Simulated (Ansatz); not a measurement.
Consider the substitution at a C–Si bond: `CNC[SiH2]Cl` + CH₃SH → `CNCSC` + `[SiH3]Cl`.

Isolated molecules relaxed with PBE0-D4/def2-TZVP in Ansatz; ΔE leaves out vibrations. CCSD(T)/CBS adds triple-zeta CCSD(T) − MP2 to the extrapolated MP2 energy (def2 sets, frozen cores). This one scheme is used for every species. Functionals use def2-TZVPP. B3LYP here is the variant with VWN-RPA as its local correlation; programs differ in this. One conformer a species, not always the lowest.

```tsv
level	ΔE (kJ/mol)
PBE-D4	21.0
ωB97X-V	23.8
B3LYP	20.6
CCSD/def2-TZVPP	25.6
```

(1) What does CCSD(T)/CBS give? (An estimate is asked.)

Largest T1 diagnostic among the species: 0.010.

## Answers

(1) Computed: +23.0 kJ/mol. The listed levels differ from it by -2.0, 0.8, -2.4, 2.6 kJ/mol.
